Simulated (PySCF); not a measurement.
C5H11F2N.
Geometry (GFN2-xTB, Å), atoms numbered from 1 in this order:
```xyz
19
C5H11F2N angstrom
C      2.599   -0.651   -0.673
C      1.510    0.087    0.091
N      0.201   -0.392   -0.321
C     -0.904    0.137    0.460
C     -1.219    1.577    0.056
C     -2.126   -0.738    0.184
F     -1.906   -2.015    0.594
F     -3.206   -0.309    0.878
H      2.442   -0.540   -1.742
H      3.576   -0.251   -0.416
H      2.583   -1.712   -0.429
H      1.669   -0.036    1.177
H      1.563    1.155   -0.137
H      0.197   -1.407   -0.267
H     -0.709    0.095    1.549
H     -2.150    1.898    0.516
H     -0.426    2.243    0.380
H     -1.310    1.638   -1.025
H     -2.392   -0.772   -0.883
```

A PySCF run (density fitting, gas phase, GFN2-xTB geometry) gave HOMO -1.92 eV, LUMO 6.77 eV, dipole 0.82 D and E = -445.468 Eh.

Question: Which of these levels was it?
A. PBE0/STO-3G
B. BLYP/def2-SVPD
C. PBE0/pcSseg-1
D. revPBE/STO-3G
E. PBE0/def2-SVPD

Answer: D. It is revPBE/STO-3G. All candidates on this geometry:

| level and settings | kind | basis functions | SCF cycles | E (Eh) | HOMO (eV) | LUMO (eV) | dipole (D) |
| --- | --- | --- | --- | --- | --- | --- | --- |
| BLYP/def2-SVPD | GGA | 254 | 14 | -451.1262 | -5.38 | 0.03 | 1.94 |
| PBE0/def2-SVPD | global hybrid | 254 | 12 | -450.7984 | -6.90 | 0.73 | 2.01 |
| PBE0/pcSseg-1 | global hybrid | 191 | 12 | -451.0550 | -6.81 | 1.49 | 1.90 |
| revPBE/STO-3G | GGA | 51 | 12 | -445.4681 | -1.92 | 6.77 | 0.82 |
| PBE0/STO-3G | global hybrid | 51 | 11 | -445.1710 | -3.75 | 8.30 | 0.98 |

The nearest other candidate, by the summed differences of HOMO and LUMO, is PBE0/STO-3G: its HOMO differs by -1.83 eV and its LUMO by +1.53 eV. Cycle counts include a coarse-grid stage where the run had one.
